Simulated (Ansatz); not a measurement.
Consider the hydrogenolysis of the Si–Si bond: `OC[SiH](O)[SiH3]` + H₂ → `OC[SiH2]O` + SiH₄.

Gas-phase electronic energies from Ansatz, PBE0-D4/def2-TZVP geometries. CBS: MP2 limit from def2 TZ/QZ plus the TZ coupled-cluster correction, frozen cores. This one scheme is used for every species. Functionals use def2-TZVPP. B3LYP here is the variant with VWN-RPA as its local correlation; programs differ in this. One conformer a species, not always the lowest.

```
 level  ΔE (kJ/mol)
r2SCAN        -20.0
 B3LYP        -35.8
```

(1) What does CCSD(T)/CBS give? (Estimate.)

Largest T1 diagnostic among the species: 0.012.

## Answers

(1) The calculation gave: -25.7 kJ/mol. The listed levels differ from it by 5.7, -10.1 kJ/mol.

In def2-TZVPP, CCSD(T) changes the Hartree–Fock value by +31.3 kJ/mol (the triples alone add +5.8 kJ/mol) and MP2 by +30.9 kJ/mol. From PBE to PBE0 (25 % exact exchange), in def2-TZVPP and without D4, ΔE moves by −7.3 kJ/mol. The D4 term adds +10.8 kJ/mol with B3LYP and +6.2 kJ/mol with PBE0; it sums over pairs of atoms, weighted by their polarisabilities, and B3LYP, whose exchange is more repulsive, gets the larger term.
